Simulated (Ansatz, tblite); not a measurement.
Removing and adding an electron: AgI₂. The state is a doublet with charge 0. Geometry: PBE0-D4/def2-TZVP. Ansatz, gas phase; energy differences of separate SCF runs; the oxidised species is a triplet (the singlet lies 1.09 eV higher at PBE0-D4/def2-TZVP); the reduced species is a singlet (the triplet lies 4.53 eV higher at PBE0-D4/def2-TZVPD).

Cartesian coordinates in Å:
```
Ag 0.0001 -0.0007 -0.0003
I 0.6082 -0.9758 2.3027
I -0.6083 0.9765 -2.3024
```

In the def2 sets Ag, I take a core potential; there is no spin–orbit coupling. The xTB rows come from tblite. The structure comes from a short search, and lower isomers may exist.

```tsv
level	−HOMO (eV)	vertical IE (eV)	−LUMO (eV)	vertical EA (eV)	HOMO–LUMO gap (eV)	IE − EA (eV)
GFN1-xTB	–	14.19	–	6.98	–	7.21
GFN2-xTB	–	14.85	–	8.63	–	6.22
r2SCAN-D4/def2-TZVP	6.69	9.12	6.51	–	0.17	–
r2SCAN-D4/def2-TZVPD	6.69	–	6.52	4.20	0.17	–
PBE0-D4/def2-TZVP	7.37	9.01	6.09	–	1.28	–
PBE0-D4/def2-TZVPD	7.38	–	6.10	4.41	1.28	–
```

Run but left out: PBE-D4/def2-TZVP, PBE-D4/def2-TZVPD (doublet: an occupied level 0.01 eV above an empty one).   HOMO and LUMO are the levels of the spin that leaves or enters (xTB has no such levels and no spin-polarisation term). Other spin states of the ions may lie lower, which would lower the ionisation energy or raise the affinity. Raw xTB energy differences between charge states are shifted by several eV; the methods need an empirical correction for them.
